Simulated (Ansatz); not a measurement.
```yaml
crystal:
  periodic: [false, false, false]
  atoms:
    - {symbol: C, position_ang: [-0.914313, -1.515200, -1.004336]}
    - {symbol: C, position_ang: [-0.175901, -1.332526, 0.334054]}
    - {symbol: C, position_ang: [1.310294, -1.572858, 0.281946]}
    - {symbol: O, position_ang: [-0.376368, 0.067319, 0.791368]}
    - {symbol: Ti, position_ang: [-0.181993, 1.769389, 0.302550]}
    - {symbol: O, position_ang: [0.683420, 1.876550, -1.255047]}
    - {symbol: O, position_ang: [-1.831371, 2.441138, 0.143409]}
    - {symbol: O, position_ang: [0.718702, 2.577609, 1.632098]}
    - {symbol: H, position_ang: [-0.434940, -0.916391, -1.745001]}
    - {symbol: H, position_ang: [-1.960522, -1.301159, -0.940008]}
    - {symbol: H, position_ang: [-0.767482, -2.646251, -1.252753]}
    - {symbol: H, position_ang: [-0.627271, -1.918702, 1.108554]}
    - {symbol: H, position_ang: [1.762897, -1.033724, -0.471537]}
    - {symbol: H, position_ang: [1.440221, -2.652287, -0.021873]}
    - {symbol: H, position_ang: [1.777108, -1.433765, 1.171573]}
    - {symbol: H, position_ang: [1.593003, 2.116965, -1.377715]}
    - {symbol: H, position_ang: [-2.708920, 2.143091, 0.329569]}
    - {symbol: H, position_ang: [0.553812, 3.421198, 1.937599]}
basis:
  gaussian: {orbitals: def2-SVPD}
magnetization: {spin_polarized: true, initial_magnetization: 1}
hamiltonian: {xc: {name: r2SCAN}, dispersion: d3bjatm}
```

```sh
$ ansatz run in.yaml --threads 4 --pin off --events-out ev --progress --plain --max-ram 66560MiB --backend cpu
```

Shortened log:

```
Error: a molecule whose nuclei and cores have a total charge of 82 cannot have a net charge of 0 together with 1 unpaired electrons
```

(1) What is wrong with this run?

Answers

(1) The number of unpaired electrons doesn't fit the electron count. The input was rejected before any iteration.
